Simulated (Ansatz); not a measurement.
LiAg6⁺, 7 atoms. Hardware: 4 threads of Arm Neoverse V1 on a shared host.

In the def2 sets Ag takes a core potential; there is no spin–orbit coupling. Correlated methods freeze no core orbitals; core or outer-core shells of Li, Ag are correlated, in sets that lack core-valence functions.

(1) How many basis functions does each of these Ansatz runs have, and roughly what does it cost? r2SCAN0-D4/def2-TZVP, charge 1 singlet, energy, from earlier orbitals; PBE0-D4/def2-TZVP, charge 1 singlet, energy, from earlier orbitals; BHLYP-D4/def2-TZVP, charge 1 singlet, energy, from earlier orbitals; PBE-D4/def2-TZVP, charge 1 singlet, energy and forces, from earlier orbitals; MP2/def2-TZVP, charge 1 singlet, energy, from earlier orbitals; PBE0-D4/def2-SVP, charge 1 singlet, energy, from earlier orbitals; PBE-D4/def2-SVP, charge 1 singlet, energy, from earlier orbitals; r2SCAN-D4/def2-SVP, charge 1 singlet, relaxation, 8 steps; r2SCAN-D4/def2-TZVP, charge 1 singlet, energy, from earlier orbitals; BLYP-D4/def2-TZVP, charge 1 singlet, energy, from earlier orbitals; RPA@PBE/def2-TZVP, charge 1 singlet, energy, from earlier orbitals.

## Answers

(1) Other jobs shared the machine, so times can vary by a factor of up to 3. A dash marks memory too small to be measured apart from the calling script's.

```
                                                                         run  functions  fitting or Cholesky vectors  wall time  peak host memory (GiB)
            PBE-D4/def2-SVP, charge 1 singlet, energy, from earlier orbitals        195                         1828        6 s                       –
PBE-D4/def2-TZVP, charge 1 singlet, energy and forces, from earlier orbitals        254                         2247        8 s                       –
          BLYP-D4/def2-TZVP, charge 1 singlet, energy, from earlier orbitals        254                         2247        9 s                       –
           PBE0-D4/def2-SVP, charge 1 singlet, energy, from earlier orbitals        195                         2097       10 s                    0.79
          PBE0-D4/def2-TZVP, charge 1 singlet, energy, from earlier orbitals        254                         2445       14 s                     1.4
              MP2/def2-TZVP, charge 1 singlet, energy, from earlier orbitals        254                         2492       14 s                     1.1
        r2SCAN-D4/def2-TZVP, charge 1 singlet, energy, from earlier orbitals        254                         2247       16 s                    0.61
         BHLYP-D4/def2-TZVP, charge 1 singlet, energy, from earlier orbitals        254                         2763       17 s                     1.6
       r2SCAN0-D4/def2-TZVP, charge 1 singlet, energy, from earlier orbitals        254                         2445       23 s                     1.5
          RPA@PBE/def2-TZVP, charge 1 singlet, energy, from earlier orbitals        254                         2492       28 s                     1.2
                   r2SCAN-D4/def2-SVP, charge 1 singlet, relaxation, 8 steps        195                         1828       70 s                       –
```
